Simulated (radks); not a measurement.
Results of a calculation; reference values are marked as such.
Spherical quantum dot in the effective-mass picture: electrons in a hard-walled sphere of radius 4.73, all in effective atomic units (hartree* = m*/eps^2 hartree, bohr* = eps/m* bohr), one dielectric constant everywhere. Level of theory: non-relativistic Kohn-Sham, exchange-only LDA, spin-polarised, spherical densities (a radial shooting solver with Libxc functionals). Levels are named by radial order and angular momentum (1s, 1p, 1d, 2s, ...), and open shells are averaged over m. Results are scaled to m* = 0.611 and eps = 17.6, for which hartree* = 53.67 meV and bohr* = 1.524 nm.

N = 27, configuration 1s2 1p6 1d10 1f(up 7, down 2). This is the lowest configuration that the search found. Occupied and some empty levels:

level    occupation  eigenvalue (meV)  <r> (nm)
1s up             1            392.54     5.117
1s down           1            395.27     5.086
1p up             3            398.00     5.237
1p down           3            400.84     5.219
1d up             5            407.93     5.354
1d down           5            410.85     5.344
1f up             7            421.84     5.460
1f down           2            424.84     5.454
1g up             0            439.44     5.553
2s up             0            440.63     3.204
2s down           0            441.49     3.191
1g down           0            442.48     5.550
2p up             0            460.15     3.771
2p down           0            461.43     3.757
2d up             0            483.85     4.126
2d down           0            485.44     4.114

Energy (meV): total 6053.95, kinetic 1342.9, external 0, Hartree 5184.8, exchange-correlation -473.75.
